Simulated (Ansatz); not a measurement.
Ideal-gas functions of ClF₂H₂NSn, SMILES `[NH2][Sn]([F])([F])[Cl]` at 600 K and 1 bar, from an Ansatz frequency run at PBE0-D4/def2-TZVP.

Molar mass 208.18 g/mol, point group C1 (symmetry number 1), electronic degeneracy 1, moments of inertia 179.092, 283.714, 296.433 u Å². Harmonic wavenumbers (cm⁻¹, unscaled): 45, 119, 142, 170, 177, 186, 399, 546, 643, 653, 680, 890, 1562, 3540, 3639.

Use S(trans) = R[1.5 ln M + 2.5 ln T − 1.1517]; rotational temperatures θ = 24.2544 K / I; S(rot) = R[ln(√π/σ · √(T³/θAθBθC)) + 1.5]; for each mode x = 1.438777 ν̃/T, S = R[x/(eˣ − 1) − ln(1 − e⁻ˣ)] and H = RT x/(eˣ − 1); 1 cm⁻¹ = 0.0119627 kJ/mol; R = 8.31446 J/(mol·K).

**Question.** By hand: the entropy, in J/(mol·K).

**Answer.** Translation 190.0. Rotation: θ = 0.1354, 0.0855, 0.0818 K, giving 126.0. Vibration, mode by mode: 26.83, 18.77, 17.31, 15.83, 15.50, 15.10, 8.99, 6.64, 5.49, 5.39, 5.11, 3.43, 0.95, 0.02, 0.01, in all 145.4. Electronic 0.0. Sum 461.4 J/(mol·K).

**Question.** By hand: H − E and G − E in kJ/mol, counted from the electronic energy.

**Answer.** Zero-point energy ½ × 13391 × 0.0119627 = 80.1; thermal vibration 38.7; translation, rotation and pV give 4 RT = 20.0. H − E = 138.8 kJ/mol, and G − E = 138.8 − 600 × 461.4/1000 = -138.0 kJ/mol.

Vibration gives 32 % of the entropy, 62.9 J/(mol·K) of it from the modes under 150 cm⁻¹: soft modes count most, and the harmonic formula is weakest for them. The sum counts one conformer and one mirror image; others add a mixing term.
